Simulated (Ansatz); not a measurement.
Several settings on one geometry of the cluster Li₇H₇ (that of the charge 0 singlet, PBE-D4/def2-TZVP). Ansatz on 4 threads of Arm Neoverse V1 on a shared host; times are rough.

```xyz
14

Li   -1.9325    1.1035    0.8838
Li    1.0369   -1.7553   -0.7099
Li    0.1333    2.1376   -0.0982
Li    0.8980    0.4145    1.4931
Li   -1.0981   -1.7155    0.7022
Li   -1.6896   -0.2967   -1.2113
Li    2.6742    0.4130   -0.9643
H    -0.4089    1.6532    1.5928
H    -0.7263   -1.7998   -1.0926
H    -1.3211    1.4530   -0.8877
H     2.4891   -1.1665   -1.4554
H     1.7413    1.3961    0.0871
H    -2.4033   -0.5397    0.5399
H     0.6070   -1.2974    1.1205
```

Totals from different functionals, basis sets or treatments of relativity can't be compared as stabilities.

Question: Give the basis size and estimate the energy, ⟨S²⟩, dipole and time of these runs.

| run | method | charge | state | further keys |
| --- | --- | --- | --- | --- |
| 1 | RKS ωPBEh/def2-mTZVPP | 0 | singlet | final_grid: {core_spheres: 8, valence_spheres: 7, degree: 23}; scf: {lower_state_search: full} |
| 2 | UKS ωB97M-V/STO-3G | 0 | singlet | point_charges: [{charge: -1.00, position_ang: [6.503, 0.068, 0.428]}]; scf: {omitted_lower_state_checks: [starts]}; forces asked |
| 3 | RKS ωB97M-V/def2-SVPD | 0 | singlet | scf: {lower_state_search: off}; forces asked |

Answer: 
| run | functions | energy (Eh) | ⟨S²⟩ | dipole (D) | wall time |
| --- | --- | --- | --- | --- | --- |
| 1 | 112 | -56.8204 | – | – | 0.9 s |
| 2 | 42 | -56.0718 | 0.00 | 2.67 | 11 s |
| 3 | 140 | -56.8261 | – | 2.34 | 8 s |
